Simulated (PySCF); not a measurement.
**Eu³⁹⁺: ionisation energy**

Eu³⁹⁺ [Ar] 3d6 [3d3/2^4 3d5/2^2, M_J = 4] → Eu⁴⁰⁺ [Ar] 3d5 [3d3/2^4 3d5/2^1, M_J = 5/2], as a difference of total energies. All numbers are calculated (PySCF 2.14, the two-component X2C-1e Hamiltonian, in an uncontracted even-tempered set (16 s from 8.1 bohr⁻², ratio 2.8; 12 p from 11 bohr⁻², ratio 2.8; 8 d from 11 bohr⁻², ratio 2.8; 3 f from 37 bohr⁻², ratio 3)). Correlated levels: [Ne] frozen; the 74 highest virtual spinors dropped. "Screened" scales the spin-orbit matrix elements by Boettger's factors to mimic the two-electron term; Breit and QED terms are absent.

```csv
method,ionisation energy (eV)
GHF (spin-free),2912.4
GMP2 (spin-free),2913.4
GHF (screened spin-orbit),2915.6
GMP2 (screened spin-orbit),2915.7
```

Breit and QED terms and the two-electron picture change are absent.

The spin-free rows relax to the high-spin LS determinant and lack the spin-orbit shift.

The labels give the starting determinants; with spin-orbit coupling the two ends relaxed to ⟨J²⟩ = 20.02, ⟨L²⟩ = 11.05, ⟨S²⟩ = 3.48 and ⟨J²⟩ = 8.76, ⟨L²⟩ = 4.13, ⟨S²⟩ = 3.86.

For comparison: 2914 ± 4 eV (theoretical estimate listed by NIST; NIST Atomic Spectra Database, ionization energies).
